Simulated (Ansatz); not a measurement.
`[OH][Sn][Cl]` + silanol → `[SiH3][O][Sn][Cl]` + H₂O at 400 K and 1 bar (ligand exchange at the Sn–O bond).

Calculated with Ansatz (gas phase, PBE0-D4/def2-TZVP geometries, no zero-point term in ΔE). CCSD(T)/CBS is the MP2 limit (def2-TZVPP, def2-QZVPP) plus CCSD(T) − MP2 in def2-TZVPP, frozen cores. This one scheme is used for every species. def2 core potentials past Kr. For Sn outer-core shells are correlated without core-valence functions, which leaves a few kJ/mol of doubt a bond. One conformer a species, not always the lowest.

```csv
species,CCSD(T)/CBS energy (Eh),H − E (kJ/mol),S (J/(mol·K))
`[OH][Sn][Cl]`,-749.66523,57.1,323.3
`O[SiH3]`,-366.69042,120.0,276.4
`[SiH3][O][Sn][Cl]`,-1039.98803,109.0,396.1
H₂O,-76.37941,69.8,198.6
```

H − E and S are ideal-gas, rigid-rotor, harmonic terms from PBE0-D4/def2-TZVP, for one conformer and one mirror image of each species. 1 Eh = 2625.50 kJ/mol, R = 8.31446 J/(mol·K).

Q: By hand: ΔE, ΔH, ΔS and ΔG.

A: ΔE = (-1039.98803) + (-76.37941) − (-749.66523) − (-366.69042) = -0.01179 Eh = -31.0 kJ/mol. Δ(H − E) = 109.0 + 69.8 − 57.1 − 120.0 = 1.7, so ΔH = -29.3 kJ/mol. ΔS = 396.1 + 198.6 − 323.3 − 276.4 = -5.0 J/(mol·K). ΔG = -29.3 − 400 × (-5.0)/1000 = -27.3 kJ/mol.

Q: By hand: the equilibrium constant, and the temperature at which ΔG would vanish if ΔH and ΔS stayed fixed.

A: log₁₀ K = −ΔG/(RT ln 10) = 3.6. ΔG = 0 at ΔH/ΔS = 5860 K, far beyond where these terms or the molecules hold.

The number of gas molecules stays the same, so ΔS is small and ΔH decides. A doubt of 5 kJ/mol in ΔE shifts log₁₀ K by 0.7 here. Other conformers and mirror images would add mixing entropy, several J/(mol·K) or more a flexible species. These are equilibria of isolated gas molecules and say nothing of rates. Largest T1 diagnostic: 0.017 (customary marks: 0.02 for closed shells, 0.045 for open ones).
